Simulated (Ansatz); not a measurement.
Species: H4B2Si, SMILES `B1B[SiH2]1` (charge 0, multiplicity 1).

**Question.** Give a relaxed geometry from B3LYP-D3(BJ)/def2-TZVP run with Ansatz (a program for electronic structure).

**Answer.** the end point of this relaxation (outside a Z-matrix the atoms follow the SMILES, hydrogens last).
Bond lengths (Å): B1–B2 1.473, B1–Si3 2.040, B1–H4 1.173, B2–Si3 2.041, B2–H5 1.173, Si3–H6 1.479, Si3–H7 1.479. Bond angles (°): B2–B1–Si3 68.9, B2–B1–H4 176.8, Si3–B1–H4 107.9, B1–B2–Si3 68.8, B1–B2–H5 176.7, Si3–B2–H5 107.9, B1–Si3–B2 42.3, B1–Si3–H6 146.7, B1–Si3–H7 104.5, B2–Si3–H6 104.3, B2–Si3–H7 146.8, H6–Si3–H7 108.9.
